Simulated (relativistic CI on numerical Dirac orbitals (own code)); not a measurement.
What each ingredient does to the levels of Sm³³⁺

Base calculation: Dirac-Coulomb-Breit CI, KLI orbitals optimised for each configuration, a model potential for QED, unscaled Slater integrals.

Configuration list (outside the closed core [Ar]): 3d¹⁰4s, 3d¹⁰4p, 3d¹⁰4d, 3d¹⁰4f, 3d¹⁰5s, 3d¹⁰5p, 3d¹⁰5d, 3d¹⁰5f, 3d¹⁰5g, 3d⁹4p², 3d¹⁰6s, 3d¹⁰6p, 3d¹⁰6d, 3d⁸4s4p², 3d⁹4s², 3d¹⁰6f. Levels of other configurations are missing.

Variants: (1) configuration mixing switched off. Shifts of the energy above 3d¹⁰4s ²S1/2, in eV, for the lowest level and the first level of each name with at least 55 % of one term (blank where a level changes its place among those of its configuration and J or its character, or is not in the variant):

| Level | Base | Δ(1) |
| --- | --- | --- |
| 3d¹⁰4s ²S1/2 | 0.000 | 0.000 |
| 3d¹⁰4p ²P°1/2 | 69.969 | -0.024 |
| 3d¹⁰4p ²P°3/2 | 109.207 | -0.037 |
| 3d¹⁰4d ²D3/2 | 220.773 | -0.031 |
| 3d¹⁰4d ²D5/2 | 228.908 | -0.038 |
| 3d¹⁰4f ²F°5/2 | 348.503 | -0.035 |
| 3d¹⁰4f ²F°7/2 | 350.084 | -0.041 |
| 3d¹⁰5s ²S1/2 | 562.771 | -0.062 |
| 3d¹⁰5p ²P°1/2 | 596.148 | -0.069 |
| 3d¹⁰5p ²P°3/2 | 614.216 | -0.061 |
| 3d¹⁰5d ²D3/2 | 666.551 | -0.062 |
| 3d¹⁰5d ²D5/2 | 670.426 | -0.058 |
| 3d¹⁰5f ²F°5/2 | 722.944 | -0.063 |
| 3d¹⁰5f ²F°7/2 | 723.922 | -0.059 |
| 3d¹⁰5g ²G7/2 | 747.681 | -0.051 |
| 3d¹⁰5g ²G9/2 | 748.050 | -0.051 |
| 3d¹⁰6s ²S1/2 | 838.737 | -0.057 |
| 3d¹⁰6p ²P°1/2 | 857.126 | -0.064 |
| 3d¹⁰6p ²P°3/2 | 866.975 | -0.059 |
| 3d¹⁰6d ²D3/2 | 895.716 | -0.059 |
| 3d¹⁰6d ²D5/2 | 897.880 | -0.056 |
| 3d⁹4s² ²D5/2 | 921.440 | +1.737 |

At this charge energies of transitions that change n are usually good to better than 1 %, and those within a shell (Δn = 0) to a few per cent.

Ionisation energy from the two ground configurations alone: base 1379.64 eV. The NIST ASD value (semi-empirical) is 1381.56 eV.

LS names give the leading component of a level, which can be under half, so a name can repeat, a term be missing and a line seem to break the LS rules.
